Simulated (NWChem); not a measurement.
System: SiNH₃Cl₂; SMILES Cl[SiH](Cl)N

```xyz
7

Si     0.3041     0.4375    -0.0057
N      1.8863    -0.1791     0.1287
Cl    -0.8036    -0.3412    -1.5743
Cl    -0.7033    -0.0493     1.7206
H      0.3535     1.9031    -0.1997
H      2.6101     0.1365    -0.5078
H      2.0474    -1.1300     0.4423
```
Atoms are numbered in this order, from 1.

Results from NWChem. All runs use the structure optimised with PBE0/def2-SVP. Level: M05-2X/def2-SVP with SMD (1 M gas to 1 M solution), gas-phase geometry. Reactions with the solvent are ignored.

| solvent | dielectric constant | solvation free energy (kcal/mol) | cavity-dispersion-structure term (kcal/mol) | dipole in solution (D) |
|---|---|---|---|---|
| water | 78.4 | -2.6 | 2.6 | 3.22 |
| 1,4-dioxane | 2.21 | -3.2 | -0.4 | 2.91 |
| 1-octanol | 9.86 | -5.6 | -0.8 | 3.15 |
| dichloromethane | 8.93 | -5.9 | -1.2 | 3.14 |
| cyclohexane | 2.02 | -3.5 | -1.0 | 2.88 |
| anisole | 4.22 | ___ | -0.8 | 3.05 |
| diethyl ether | 4.24 | -5.4 | -1.4 | 3.05 |

Complete the blanks.


- anisole, solvation free energy (kcal/mol): -4.7
